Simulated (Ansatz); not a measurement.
```yaml
crystal:
  periodic: [false, false, false]
  atoms:
    - {symbol: In, position_ang: [0.455701, 1.574775, 1.551439]}
    - {symbol: Si, position_ang: [-2.605718, -3.250524, -0.427017]}
    - {symbol: Si, position_ang: [1.219761, -0.195662, 3.456712]}
    - {symbol: Si, position_ang: [2.566272, 1.537291, -0.513868]}
    - {symbol: Si, position_ang: [-1.791077, -1.489182, 1.165815]}
    - {symbol: Si, position_ang: [1.224230, 0.073219, -1.175395]}
    - {symbol: Si, position_ang: [-4.242029, -2.455570, 1.097712]}
    - {symbol: Si, position_ang: [0.844218, 2.270441, -1.550212]}
    - {symbol: Si, position_ang: [1.906775, -2.364863, -0.100514]}
    - {symbol: Si, position_ang: [-0.875671, 0.476942, -0.353130]}
    - {symbol: Si, position_ang: [-0.554832, -2.475998, -0.750080]}
    - {symbol: Si, position_ang: [0.132091, -1.762778, 1.767326]}
    - {symbol: Si, position_ang: [1.264083, 4.086868, 0.137417]}
    - {symbol: Si, position_ang: [2.140973, -0.028716, 1.304769]}
    - {symbol: Si, position_ang: [-1.180037, 2.798133, -0.204910]}
    - {symbol: Si, position_ang: [-1.610626, 2.000002, -2.546791]}
    - {symbol: Si, position_ang: [-0.265885, -0.659222, -2.510142]}
basis:
  gaussian: {orbitals: def2-mTZVPP, fitting: {mean_field: def2-universal-jkfit}}
total_charge: -1
hamiltonian: {xc: {name: wB97}}
scf: {lower_state_search: off}
output: {forces: true}
```

```sh
$ ansatz run in.yaml --threads 2 --pin off --events-out ev --progress --plain --max-ram 22528MiB --backend cuda --devices 0, --max-vram 18GiB
```

Shortened log:

```
Functional definition: wB97
2266 factors; integrals over basis functions are off by at most 4.5e-1 eV
2266 factors; integrals over basis functions are off by at most 4.6e-5 eV
mean field evaluation 1: about -131202.4662 eV, gradient 2.4e1 eV
mean field evaluation 2: about -131203.8374 eV, gradient 2.4e1 eV
mean field evaluation 4: about -131205.7822 eV, gradient 5.7e0 eV
mean field evaluation 8: about -131205.9861 eV, gradient 3.6e-1 eV
mean field evaluation 16: about -131205.9892 eV, gradient 2.4e-2 eV
mean field evaluation 32: about -131205.9892 eV, gradient 5.2e-5 eV
mean field -131205.98917397 eV, -4821.7311675299 hartree, gradient 9.7e-6 eV, S^2 0.000000; 0 other end points of the search recorded, 0 dependent functions left out
reference -131205.98915964 eV, -4821.7311670030 hartree; 123, 123 occupied and 345, 345 virtual orbitals, 2266 factors
Total energy: -131205.98915964 eV, -4821.7311670030 hartree
Atom 0 at     0.455701     1.574775     1.551439 Å, force    -1.723416     3.185001     1.588897 eV/Å
Atom 1 at    -2.605718    -3.250524    -0.427017 Å, force    -1.778274     0.378320     1.470654 eV/Å
Atom 2 at     1.219761    -0.195662     3.456712 Å, force    -1.118375     0.044678    -1.629484 eV/Å
Atom 3 at     2.566272     1.537291    -0.513868 Å, force     5.831995     1.533056     3.068736 eV/Å
Atom 4 at    -1.791077    -1.489182     1.165815 Å, force    -5.436158     0.867635    -2.415433 eV/Å
Atom 5 at     1.224230     0.073219    -1.175395 Å, force     1.184895    -4.247141     0.761322 eV/Å
Atom 6 at    -4.242029    -2.455570     1.097712 Å, force     3.035557    -0.115573    -1.271659 eV/Å
Atom 7 at     0.844218     2.270441    -1.550212 Å, force    -5.033228     4.402405    -2.359384 eV/Å
Atom 8 at     1.906775    -2.364863    -0.100514 Å, force    -1.602092     1.554410     1.214890 eV/Å
Atom 9 at    -0.875671     0.476942    -0.353130 Å, force    -2.672400    -1.738725    -0.730472 eV/Å
Atom 10 at    -0.554832    -2.475998    -0.750080 Å, force     1.288073     1.786846    -0.540549 eV/Å
Atom 11 at     0.132091    -1.762778     1.767326 Å, force     6.202315    -0.476176     1.910398 eV/Å
Atom 12 at     1.264083     4.086868     0.137417 Å, force    -0.752833    -3.229258    -0.982239 eV/Å
Atom 13 at     2.140973    -0.028716     1.304769 Å, force     2.686666    -3.900966    -0.732113 eV/Å
Atom 14 at    -1.180037     2.798133    -0.204910 Å, force     0.257547     0.960859    -0.142771 eV/Å
Atom 15 at    -1.610626     2.000002    -2.546791 Å, force     2.154604    -1.073608     1.614693 eV/Å
Atom 16 at    -0.265885    -0.659222    -2.510142 Å, force    -2.524875     0.068238    -0.825486 eV/Å
Dipole moment:     0.019543     0.348488    -0.022831 e Å
Checks for a lower state left out: stability, starts, cluster_reference, orbital_swaps, neighbouring_geometries, increment
```

It took 8.1 s on 2 threads of AMD EPYC 7R13 on a shared host and a share (18 GiB) of an NVIDIA H100 80GB HBM3, peak host memory 1.5 GiB.

In the def2 sets In takes a core potential; there is no spin–orbit coupling. The highest occupied level of an anion often lies above zero with these methods, and sets without diffuse functions describe the outer electron poorly.

The dipole of an ion depends on the origin.
